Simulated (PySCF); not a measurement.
CHBF4O (SMILES OB(F)C(F)(F)F), singlet, geometry from GFN2-xTB, atoms displaced at random by about 0.08 Å a coordinate; PBE/6-31G, gradient (PySCF).

The PySCF input:
```python
from pyscf import gto, scf, dft

mol = gto.M(
    atom='''
B     0.258624    0.739749    0.447649
C    -0.159118   -0.647168   -0.342572
F    -1.420525   -1.074232   -0.084881
F     0.804244   -1.642919   -0.310053
F    -0.327429   -0.150718   -1.630659
F     0.415452    0.755402    1.885832
O     0.392579    2.068651    0.100788
H     0.373973    2.345160   -0.613550
''',
    basis='6-31g',
    charge=0,
    spin=0,
    verbose=4,
)

mf = dft.RKS(mol)
mf.xc = 'pbe'
mf.grids.level = 0
mf.kernel()
g = mf.nuc_grad_method()
g.grid_response = False
grad = g.kernel()
```

### Question
Predict the main parts of the log of this PySCF run.

### Answer

```
PySCF version 2.14.0

[INPUT] verbose = 4
[INPUT] num. atoms = 8
[INPUT] num. electrons = 56
[INPUT] charge = 0
[INPUT] spin (= nelec alpha-beta = 2S) = 0
[INPUT] symmetry False subgroup None
[INPUT] Mole.unit = angstrom
[INPUT] Symbol           X                Y                Z      unit          X                Y                Z       unit  Magmom
[INPUT]  1 B      0.258624000000   0.739749000000   0.447649000000 AA    0.488728529240   1.397923010921   0.845934009935 Bohr   0.0
[INPUT]  2 C     -0.159118000000  -0.647168000000  -0.342572000000 AA   -0.300689441489  -1.222970276583  -0.647367257945 Bohr   0.0
[INPUT]  3 F     -1.420525000000  -1.074232000000  -0.084881000000 AA   -2.684403203098  -2.030004274244  -0.160401843179 Bohr   0.0
[INPUT]  4 F      0.804244000000  -1.642919000000  -0.310053000000 AA    1.519800897325  -3.104666954844  -0.585915254100 Bohr   0.0
[INPUT]  5 F     -0.327429000000  -0.150718000000  -1.630659000000 AA   -0.618751135240  -0.284815742042  -3.081498912557 Bohr   0.0
[INPUT]  6 F      0.415452000000   0.755402000000   1.885832000000 AA    0.785090497903   1.427502893949   3.563705996941 Bohr   0.0
[INPUT]  7 O      0.392579000000   2.068651000000   0.100788000000 AA    0.741866792256   3.909183837308   0.190461716643 Bohr   0.0
[INPUT]  8 H      0.373973000000   2.345160000000  -0.613550000000 AA    0.706706547982   4.431710118285  -1.159441463727 Bohr   0.0

nuclear repulsion = 312.267664152247
number of shells = 37
number of NR pGTOs = 158
number of NR cGTOs = 65
basis = 6-31g
ecp = {}

******** <class 'pyscf.dft.rks.RKS'> ********
method = RKS
initial guess = minao
damping factor = 0
level_shift factor = 0
DIIS = <class 'pyscf.scf.diis.CDIIS'>
diis_start_cycle = 1
diis_space = 8
diis_damp = 0
SCF conv_tol = 1e-09
SCF conv_tol_grad = None
SCF max_cycles = 50
direct_scf = True
direct_scf_tol = 1e-13
XC library pyscf.dft.libxc version 7.1.2
    S. Lehtola, C. Steigemann, M. J. T. Oliveira, and M. A. L. Marques,  SoftwareX 7, 1–5 (2018)
XC functionals = pbe
    J. P. Perdew, K. Burke, and M. Ernzerhof,  Phys. Rev. Lett. 77, 3865 (1996)
    J. P. Perdew, K. Burke, and M. Ernzerhof,  Phys. Rev. Lett. 78, 1396 (1997)
    J. P. Perdew, K. Burke, and M. Ernzerhof,  Phys. Rev. Lett. 77, 3865 (1996)
    J. P. Perdew, K. Burke, and M. Ernzerhof,  Phys. Rev. Lett. 78, 1396 (1997)
radial grids:
    Treutler-Ahlrichs [JCP 102, 346 (1995); DOI:10.1063/1.469408] (M4) radial grids

becke partition: Becke, JCP 88, 2547 (1988); DOI:10.1063/1.454033
pruning grids: <function nwchem_prune>
grids dens level: 0
symmetrized grids: False
atomic radii adjust function: <function treutler_atomic_radii_adjust>
small_rho_cutoff = 0
Set gradient conv threshold to 3.16228e-05
Initial guess from minao.
tot grids = 8224
init E= -538.378620686721
  HOMO = -0.344640497939408  LUMO = -0.0895418316090404  gap/eV = 6.94159
cycle= 1 E= -537.176690196544  delta_E=  1.2  |g|= 1.29  |ddm|= 2.87
  HOMO = -0.167248867044816  LUMO = -0.0664714778912865  gap/eV = 2.74229
cycle= 2 E= -535.427034296033  delta_E= 1.75  |g|= 3.27  |ddm|= 3.67
  HOMO = -0.280270586057637  LUMO = -0.0608604003744384  gap/eV = 5.97046
cycle= 3 E= -537.48540477699  delta_E= -2.06  |g|= 0.289  |ddm|=  2.9
  HOMO = -0.312004714942544  LUMO = -0.0819941247928866  gap/eV = 6.25891
cycle= 4 E= -537.491892765077  delta_E= -0.00649  |g|= 0.248  |ddm|= 0.433
  HOMO = -0.312274495732049  LUMO = -0.0887748192057258  gap/eV = 6.08174
cycle= 5 E= -537.502498198182  delta_E= -0.0106  |g|= 0.0594  |ddm|= 0.186
  HOMO = -0.312387337416522  LUMO = -0.0851564454816804  gap/eV = 6.18327
cycle= 6 E= -537.503153967462  delta_E= -0.000656  |g|= 0.0231  |ddm|= 0.0585
  HOMO = -0.310706147622747  LUMO = -0.0838851802737564  gap/eV = 6.17211
cycle= 7 E= -537.503252199275  delta_E= -9.82e-05  |g|= 0.00459  |ddm|= 0.0183
  HOMO = -0.310705805000377  LUMO = -0.0838363606077537  gap/eV = 6.17343
cycle= 8 E= -537.503256659916  delta_E= -4.46e-06  |g|= 0.00113  |ddm|= 0.00413
  HOMO = -0.31072516044388  LUMO = -0.0839003671156853  gap/eV = 6.17222
cycle= 9 E= -537.503256898489  delta_E= -2.39e-07  |g|= 0.000469  |ddm|= 0.0013
  HOMO = -0.310719427973702  LUMO = -0.0839078507866406  gap/eV = 6.17186
cycle= 10 E= -537.503256932474  delta_E= -3.4e-08  |g|= 0.000157  |ddm|= 0.000432
  HOMO = -0.31072293824215  LUMO = -0.0838964581968082  gap/eV = 6.17226
cycle= 11 E= -537.503256938282  delta_E= -5.81e-09  |g|= 1.79e-05  |ddm|= 0.000188
  HOMO = -0.310723256048869  LUMO = -0.0838970524898168  gap/eV = 6.17226
cycle= 12 E= -537.503256938292  delta_E= -9.78e-12  |g|= 1.88e-05  |ddm|= 2.64e-05
  HOMO = -0.310722055523895  LUMO = -0.0838972833103879  gap/eV = 6.17222
Extra cycle  E= -537.503256938056  delta_E= 2.36e-10  |g|= 4.16e-05  |ddm|= 4.29e-05
converged SCF energy = -537.503256938056

******** <class 'pyscf.grad.rks.Gradients'> for <class 'pyscf.dft.rks.RKS'> ********
unit = Eh/Bohr
grid_response = False
--------------- RKS gradients ---------------
         x                y                z
0 B    -0.0045263853    -0.0187551918    -0.0746367633
1 C    -0.0189024314    -0.0627155160    -0.0093481992
2 F     0.0144901219     0.0263314026    -0.0269880865
3 F     0.0101447128     0.0025285507     0.0002390041
4 F    -0.0156945082    -0.0004523718     0.0400717633
5 F     0.0098620851     0.0267347365     0.0544229367
6 O    -0.0078699586     0.1851484616    -0.3791372880
7 H     0.0118595759    -0.1623561605     0.4089973938
----------------------------------------------
```
